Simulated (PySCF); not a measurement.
# SMILES CB(C)[SiH2][SiH3], C$_{2}$H$_{11}$BSi$_{2}$

Molfile (atoms numbered from 1):
```
C2H11BSi2
     RDKit          3D

 16 15  0  0  0  0  0  0  0  0999 V2000
   -1.5056    1.4957   -0.1560 C   0  0  0  0  0  0  0  0  0  0  0  0
   -0.7826    0.1212   -0.3542 B   0  0  0  0  0  0  0  0  0  0  0  0
   -1.4550   -1.2186    0.1006 C   0  0  0  0  0  0  0  0  0  0  0  0
    1.0994    0.0853   -1.1079 Si  0  0  0  0  0  4  0  0  0  0  0  0
    2.5306    0.0245    0.7590 Si  0  0  0  0  0  4  0  0  0  0  0  0
   -0.8420    2.3633   -0.0232 H   0  0  0  0  0  0  0  0  0  0  0  0
   -2.2806    1.4895    0.6272 H   0  0  0  0  0  0  0  0  0  0  0  0
   -2.0346    1.6668   -1.1167 H   0  0  0  0  0  0  0  0  0  0  0  0
   -1.1095   -1.3633    1.1453 H   0  0  0  0  0  0  0  0  0  0  0  0
   -2.5548   -1.1694    0.1491 H   0  0  0  0  0  0  0  0  0  0  0  0
   -1.1424   -2.1181   -0.4499 H   0  0  0  0  0  0  0  0  0  0  0  0
    1.4666    1.3034   -1.9030 H   0  0  0  0  0  0  0  0  0  0  0  0
    1.4095   -1.1289   -1.9327 H   0  0  0  0  0  0  0  0  0  0  0  0
    3.9738   -0.0098    0.3664 H   0  0  0  0  0  0  0  0  0  0  0  0
    2.2367   -1.1913    1.5830 H   0  0  0  0  0  0  0  0  0  0  0  0
    2.3061    1.2282    1.6212 H   0  0  0  0  0  0  0  0  0  0  0  0
  1  2  1  0
  2  3  1  0
  2  4  1  0
  4  5  1  0
  1  6  1  0
  1  7  1  0
  1  8  1  0
  3  9  1  0
  3 10  1  0
  3 11  1  0
  4 12  1  0
  4 13  1  0
  5 14  1  0
  5 15  1  0
  5 16  1  0
M  END
```

Method used: PySCF, quadratic response wB97X-D/def2-SVPD first hyperpolarisability, Taylor convention, gas phase. Geometry: PBE0-D3(BJ)/def2-SVP.

Problem. What is the first hyperpolarisability, and how does it disperse?

Solution. In au, Taylor convention; the vector part is βᵢ = ⅓ Σⱼ (βᵢⱼⱼ + βⱼᵢⱼ + βⱼⱼᵢ); β∥ is 3/5 of the vector part along the dipole, the dipole points from − to +:
```tsv
process	λ (nm)	β vector norm	β∥	β HRS	depolarisation ratio
static β(0;0,0)	∞	48.2	19.8	33.8	2.14
second harmonic β(−2ω;ω,ω)	1907	46.8	16.1	35.6	2.01
Pockels β(−ω;ω,0)	1907	47.7	18.6	–	–
second harmonic β(−2ω;ω,ω)	1340	46.3	11.4	38.1	1.90
Pockels β(−ω;ω,0)	1340	47.2	17.4	–	–
```

Problem. Which lowest excitations, dipole and polarisabilities go with it?

Solution. S1 4.72 eV (f = 0.033); S2 6.16 eV (f = 0.002); S3 6.23 eV (f = 0.128); dipole 1.35 D; isotropic α 101.9 au static, 102.3 au at 1907 nm, 102.6 au at 1340 nm, 103.4 au at 953.5 nm, 105.0 au at 670 nm.
